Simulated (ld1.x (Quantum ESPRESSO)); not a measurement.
## Transferability test, PAW potential for Ga (Z = 31)

ld1.x (Quantum ESPRESSO) 7.5 input, shortened:

```
&input
   title='Ga', zed=31., rel=1, dft='BLYP', iswitch=3,
   config='[Ar] 3d10 4s2 4p1'
 /
 &inputp
   pseudotype=3, lpaw=.true., tm=.true., lloc=-1, rcloc=1.75,
   nlcc=.true., new_core_ps=.true.,
   which_augfun='BG', rmatch_augfun=0.85
 /
6
4S  1  0   2.00   0.00  1.95  2.10  0.0
4S  1  0   0.00   0.35  1.95  2.10  0.0
4P  2  1   1.00   0.00  2.15  3.00  0.0
4P  2  1   0.00   1.50  2.15  3.00  0.0
3D  3  2  10.00   0.00  1.00  1.25  0.0
3D  3  2   0.00  -0.95  1.00  1.25  0.0
 &test
   configts(1)='3d10 4s2 4p1'
 /
```

Energies are relative to the spin-unpolarised reference configuration 3d10 4s2 4p1; without spin polarisation the order of configurations can differ from experiment. Not all tests gave a result: test run stopped at test 4 of 7 (negative rho).

| valence configuration | charge | ΔE all-electron (eV) | error AE − PS (meV) |
| --- | --- | --- | --- |
| 3d10 4s2 4p0 | +1 | 5.669 | +0.7 |
| 3d10 4s1 4p0 | +2 | 26.908 | +16 |
| 3d10 4s0 4p0 | +3 | 58.455 | +23 |
